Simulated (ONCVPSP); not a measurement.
# Before and after: ONCV potential for Ar

```
Element                 : Ar (Z = 18)
Generator               : ONCVPSP 4.0.1
Type                    : optimised norm-conserving Vanderbilt (ONCV)
Functional              : PW91
Relativity              : non-relativistic
Frozen core             : [Ne]
Valence charge          : 8
Reference configuration : 3s2 3p6
Partial waves           : 3s: rc 1.20 bohr, ncon 3, nbas 7, qcut 6.2 1/bohr, 2 projectors, debl 1 Ha; 3p: rc 1.10 bohr, ncon 3, nbas 8, qcut 9 1/bohr, 2 projectors, debl 2.5 Ha; d scattering state at 0.09 Ha: rc 1.25 bohr, ncon 4, nbas 7, qcut 8.3 1/bohr, 1 projector
Local potential         : polynomial inside 1.05 bohr (lpopt 1, dvloc0 3 Ha)
Core correction         : none
```

All-electron outer shells of the reference configuration (PW91, non-relativistic, ld1.x):

| shell | level (eV) | outermost node (bohr) | outermost maximum (bohr) |
| --- | --- | --- | --- |
| 2s | -294.83 | 0.12 | 0.34 |
| 2p | -230.01 | – | 0.28 |
| 3s | -24.11 | 0.52 | 1.17 |
| 3p | -10.34 | 0.49 | 1.30 |

Change: all radii scaled by about 1.27 (s 1.52, p 1.40, d 1.58 bohr); local potential polynomial inside 1.32 bohr (lpopt 1, dvloc0 3 Ha).

Cutoffs: the cutoffs (Ha) at which the residual kinetic energy of the hardest occupied pseudo-wave falls to 1 and 0.1 mHa per electron; they do not see the model core or the augmentation charge, which bear on the density cutoff. Errors are all-electron minus pseudo energies relative to the spin-unpolarised reference configuration.

**Question.** How do hardness, ghosts and transferability respond?

**Answer.** The potential gets neither clearly harder nor softer (18 Ha and 54 Ha → 19 Ha and 27 Ha); the p channel sets the loose cutoff, while the largest relative change is in s, which becomes softer; of the 4 tests that both files solve, the error grows in 4 and shrinks in 0 by more than 15 % and 0.3 meV (median size 31.7 → 44.2 meV); neither file shows a bound ghost. More of the atom is replaced by a form fitted at one configuration, so other configurations suffer.

| quantity | base | changed |
| --- | --- | --- |
| cutoff, loose | 18 Ha | 19 Ha |
| cutoff, tight | 54 Ha | 27 Ha |
| loose cutoff by channel | s 18 Ha, p 17 Ha | s 15 Ha, p 19 Ha |
| bound ghosts | none | none |
| GHOST(+) flags under 300 eV | s at 246.7 eV | none |
| error for 3s2 3p5, meV [ΔE 16.14 eV] | +0.6 | +2.3 |
| error for 3s2 3p4, meV [ΔE 44.88 eV] | +11 | +18 |
| error for 3s2 3p3, meV [ΔE 87.54 eV] | +52 | +70 |
| error for 3s2 3p2, meV [ΔE 145.26 eV] | +157 | +198 |
